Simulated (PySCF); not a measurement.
1-bromo-4-tert-butylbenzene, C₁₀H₁₃Br.
InChI=1S/C10H13Br/c1-10(2,3)8-4-6-9(11)7-5-8/h4-7H,1-3H3

Method: PBE0-D3(BJ)/def2-SVP geometry optimisation, gas phase (PySCF 2.14.0).

Masses are those of the commonest isotopes; rigid-rotor values at the optimised geometry. 

Task: What are A, B and C (MHz)?

Result: Ia = 197.65, Ib = 1625.30, Ic = 1711.92 u·Å²; 505379 MHz·u·Å²/I gives A = 2557, B = 310.9, C = 295.2 MHz.

Task: Classify the top.

Result: A near-prolate asymmetric top: κ = (2 × 310.9 − 2557 − 295.2)/(2557 − 295.2) = -0.99.

Task: What does the inertial defect say?

Result: Not planar: Δ = Ic − Ia − Ib = -111.04 u·Å². For a rigid frame Δ = −2 Σ m c², so Σ m c² = 55.52 u·Å² lies off the ab plane: 17.72 from hydrogen and 37.80 from heavier atoms. The atom farthest from that plane is 2.17 Å away.

Task: Give the other two planar moments, Paa and Pbb, and the rms extents of the mass along the axes.

Result: Paa = Σ m a² = (Ib + Ic − Ia)/2 = 1569.78 and Pbb = Σ m b² = (Ia + Ic − Ib)/2 = 142.13 u·Å². With the mass M = 212.02 u, the rms extents √(P/M) along a, b and c are 2.72, 0.82, 0.51 Å.

Task: Give the coordinates in the principal-axis frame, origin at the centre of mass.

Result: The sense of each axis is arbitrary; atoms in the order of the calculation.
| atom | mass (u) | a (Å) | b (Å) | c (Å) |
| --- | --- | --- | --- | --- |
| C1 | 12.000 | -3.863 | 1.405 | -0.001 |
| C2 | 12.000 | -3.260 | 0.000 | 0.000 |
| C3 | 12.000 | -3.749 | -0.739 | -1.254 |
| C4 | 12.000 | -3.748 | -0.737 | 1.256 |
| C5 | 12.000 | -1.730 | 0.031 | 0.000 |
| C6 | 12.000 | -0.994 | 1.220 | 0.000 |
| C7 | 12.000 | 0.401 | 1.220 | 0.000 |
| C8 | 12.000 | 1.085 | 0.009 | 0.000 |
| Br9 | 78.918 | 2.973 | -0.005 | 0.000 |
| C10 | 12.000 | 0.383 | -1.195 | 0.000 |
| C11 | 12.000 | -1.007 | -1.171 | 0.000 |
| H12 | 1.008 | -3.566 | 1.979 | 0.891 |
| H13 | 1.008 | -4.961 | 1.337 | 0.000 |
| H14 | 1.008 | -3.568 | 1.977 | -0.894 |
| H15 | 1.008 | -4.850 | -0.767 | -1.278 |
| H16 | 1.008 | -3.388 | -1.777 | -1.284 |
| H17 | 1.008 | -3.399 | -0.235 | -2.169 |
| H18 | 1.008 | -3.386 | -1.775 | 1.288 |
| H19 | 1.008 | -3.399 | -0.231 | 2.169 |
| H20 | 1.008 | -4.849 | -0.766 | 1.280 |
| H21 | 1.008 | -1.505 | 2.183 | 0.000 |
| H22 | 1.008 | 0.953 | 2.162 | 0.000 |
| H23 | 1.008 | 0.922 | -2.144 | 0.000 |
| H24 | 1.008 | -1.539 | -2.125 | 0.000 |

Task: Which types of transition are allowed, and where do some lines up to J = 4 fall?

Result: The dipole components are |μa| = 2.21 D, |μb| = 0.01 D, |μc| = 0.00 D; the mirror of this Cs structure is the ab plane, so μc vanishes by symmetry and there are no c-type lines. Intensities carry the squares of the components, which stand as 1.00 : 0.00 (a : b). Some lines, for components of 0.1 D or more:

| type | branch | J(Ka,Kc) | MHz | lower level (cm⁻¹) |
| --- | --- | --- | --- | --- |
| a | R | 1(0,1) ← 0(0,0) | 606 | 0.000 |
| a | R | 2(1,2) ← 1(1,1) | 1197 | 0.095 |
| a | R | 2(0,2) ← 1(0,1) | 1212 | 0.020 |
| a | R | 2(1,1) ← 1(1,0) | 1228 | 0.096 |
| a | R | 3(1,3) ← 2(1,2) | 1795 | 0.135 |
| a | R | 3(0,3) ← 2(0,2) | 1818 | 0.061 |
| a | R | 3(2,2) ← 2(2,1) | 1818 | 0.361 |
| a | R | 3(2,1) ← 2(2,0) | 1819 | 0.361 |
| a | R | 3(1,2) ← 2(1,1) | 1842 | 0.137 |
| a | R | 4(1,4) ← 3(1,3) | 2393 | 0.195 |
| a | R | 4(0,4) ← 3(0,3) | 2424 | 0.121 |
| a | R | 4(2,3) ← 3(2,2) | 2425 | 0.422 |
| a | R | 4(3,2) ← 3(3,1) | 2425 | 0.798 |
| a | R | 4(3,1) ← 3(3,0) | 2425 | 0.798 |
| a | R | 4(2,2) ← 3(2,1) | 2425 | 0.422 |
| a | R | 4(1,3) ← 3(1,2) | 2456 | 0.198 |

Task: Estimate the classical rotational partition function at 50 K, 298.15 K and 500 K.

Result: Point group Cs, symmetry number σ = 1; q = (√π/σ)·√((kT/h)³/(ABC)), k/h = 20836.6 MHz/K: 123000 at 50 K, 1790000 at 298.15 K, 3890000 at 500 K.

No PBE0-D3(BJ)/def2-SVP frequencies stand behind this structure, so it isn't proved a minimum. No vibrational averaging or centrifugal distortion is included, and the geometry carries the error of its method. A rigid rotor knows nothing of internal rotation, which can split or shift real lines. Quadrupole hyperfine structure (79Br) is left out.

Conformer computed: `[CH3:1][C:2]([CH3:3])([CH3:4])[c:5]1[cH:6][cH:7][c:8]([Br:9])[cH:10][cH:11]1`: C1–C2–C5–C6 0°.
